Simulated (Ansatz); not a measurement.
Consider the ligand exchange at the Al–C bond: `C[CH2][Al]([SiH3])[Cl]` + H–F → `[F][Al]([SiH3])[Cl]` + ethane.

Program: Ansatz. Geometries: PBE0-D4/def2-TZVP. ΔE: electronic, gas phase. CCSD(T)/CBS adds triple-zeta CCSD(T) − MP2 to the extrapolated MP2 energy (def2 sets, frozen cores). This one scheme is used for every species. DFT in def2-TZVPP. B3LYP here is the variant with VWN-RPA as its local correlation; programs differ in this. One conformer a species, not always the lowest.

`C[CH2][Al]([SiH3])[Cl]`:

Cartesian coordinates in Å:
```
C 1.717 0.626 0.527
C 1.008 0.869 -0.805
Al -0.763 0.067 -0.969
Si -1.895 -1.310 0.714
Cl -1.837 0.430 -2.751
H 2.703 1.096 0.557
H 1.862 -0.440 0.722
H 1.145 1.024 1.370
H 1.615 0.496 -1.640
H 0.902 1.944 -0.998
H -2.823 -0.466 1.523
H -0.932 -1.939 1.662
H -2.702 -2.395 0.089
```

H–F:

Z-matrix (Å, degrees):
```
F
H 1 0.920
```

`[F][Al]([SiH3])[Cl]`:

Cartesian coordinates in Å:
```
F -2.287 0.885 0.865
Al -1.214 0.445 -0.302
Si 0.994 -0.361 0.323
Cl -1.859 0.619 -2.281
H 0.864 -1.580 1.166
H 1.705 0.681 1.112
H 1.798 -0.690 -0.882
```

`CC`:

Cartesian coordinates in Å:
```
C -0.681 -0.235 0.241
C 0.681 0.235 -0.241
H -1.234 0.575 0.723
H -1.292 -0.603 -0.587
H -0.589 -1.047 0.967
H 1.234 -0.575 -0.723
H 1.292 0.603 0.587
H 0.589 1.046 -0.967
```

CCSD(T)/CBS gives -196.1 kJ/mol.

Q: Another level gave -222.3 kJ/mol. Which?
A. PBE0/def2-TZVPP
B. B3LYP-D4/def2-TZVPP
C. HF/def2-TZVPP
D. B3LYP/def2-TZVPP

A: C. HF/def2-TZVPP -222.3, B3LYP -211.6, B3LYP-D4 -201.6, PBE0 -194.5 kJ/mol.

Largest T1 diagnostic among the species: 0.012.

In def2-TZVPP, CCSD(T) changes the Hartree–Fock value by +25.7 kJ/mol (the triples alone add +3.9 kJ/mol) and MP2 by +25.4 kJ/mol. The D4 term adds +10.1 kJ/mol with B3LYP and +6.0 kJ/mol with PBE0; it sums over pairs of atoms, weighted by their polarisabilities, and B3LYP, whose exchange is more repulsive, gets the larger term.
